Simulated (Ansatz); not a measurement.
Compare A (`NC([TeH])[SiH2]F`) with its isomer B (`N[SiH2]C(F)[TeH]`).

Computed with Ansatz on PBE0-D4/def2-TZVP structures; ΔE is electronic, products minus reactants. CCSD(T)/CBS is the MP2 limit (def2-TZVPP, def2-QZVPP) plus CCSD(T) − MP2 in def2-TZVPP, frozen cores. Functionals use def2-TZVPP. B3LYP here is the variant with VWN-RPA as its local correlation; programs differ in this. Elements past krypton have def2 core potentials. For Te outer-core shells are correlated without core-valence functions, which leaves a few kJ/mol of doubt a bond. Each species was taken in one conformer, which may not be the lowest.

**Question.** Which is lower in electronic energy at CCSD(T)/CBS, and by how much? (Best estimate.)

**Answer.** Ansatz gave: A, by 115.3 kJ/mol.

**Question.** Give E(B) − E(A) in kJ/mol with PBE0-D4, PBE-D4, B2PLYP, B3LYP-D4, r2SCAN-D4, B3LYP, CCSD(T)/def2-TZVPP. (Estimate.)

**Answer.** The calculation gave: PBE0-D4 113.1, PBE-D4 112.4, B2PLYP 114.9, B3LYP-D4 111.9, r2SCAN-D4 114.7, B3LYP 111.1, CCSD(T)/def2-TZVPP 114.9. None reverses the order clearly.

Largest T1 diagnostic: 0.012.

In def2-TZVPP, CCSD(T) changes the Hartree–Fock value by +6.0 kJ/mol (the triples alone add +1.4 kJ/mol) and MP2 by +14.5 kJ/mol.
